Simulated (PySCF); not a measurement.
Computed IR spectrum (relative IR intensity) of a molecule C₃H₈AlF. The structure is a stationary point at PBE-D3(BJ)/def2-SVP. One conformer was computed; it need not be the lowest. Method: PBE-D3(BJ)/def2-SVP run with PySCF. Frequencies are harmonic and unscaled.

Lines under 2 % of the strongest are left out, and lines within 2 cm⁻¹ are merged.

| ν (cm⁻¹) | relative intensity |
|---|---|
| 295 | 8.5 |
| 331 | 4.1 |
| 470 | 42 |
| 551 | 20 |
| 653 | 66 |
| 829 | 57 |
| 877 | 10 |
| 886 | 2.5 |
| 934 | 10 |
| 1082 | 2.5 |
| 1423 | 9.2 |
| 1433 | 2.3 |
| 1885 | 100 |
| 2903 | 8.9 |
| 2941 | 17 |
| 2944 | 21 |
| 3016 | 16 |
| 3020 | 7.0 |
| 3038 | 9.9 |
| 3052 | 7.7 |

**Question.** Pick the molecule that these values belong to.
A) C[CH](C)[AlH][F]
B) CC[CH2][AlH][F]
C) C[CH2][Al]([CH3])[F]

**Answer.** A, C[CH](C)[AlH][F]
